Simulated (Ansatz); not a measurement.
Basis-set extrapolation for `CC(=O)O[SiH3]` (PBE0-D4/def2-TZVP geometry, frozen core, Ansatz 0.2.0). Multiplicity 1, RHF reference.

|  | def2-TZVPP | def2-QZVPP |
| --- | --- | --- |
| HF | -518.056732 | -518.076667 |
| MP2 correlation | -0.915899 | -0.983937 |
| CCSD(T) correlation | -0.988151 | not run |

Energies in hartree. Use E(X) = E(∞) + A·exp(−7.88·√X) for Hartree–Fock and E(X) = E(∞) + B·X^(−2.97) for correlation, with X = 3 and 4, and add CCSD(T) minus MP2 of the smaller set to the MP2 limit.

What is the CCSD(T) energy at the basis-set limit?

HF limit: -518.076667 + (-0.019935) × 0.13774 = -518.07941. MP2 limit: -0.983937 + (-0.068038) × 0.74074 = -1.03434. Higher-order term: -0.988151 − (-0.915899) = -0.07225. Total: -519.18600 hartree, 3.84 eV below CCSD(T)/def2-TZVPP.
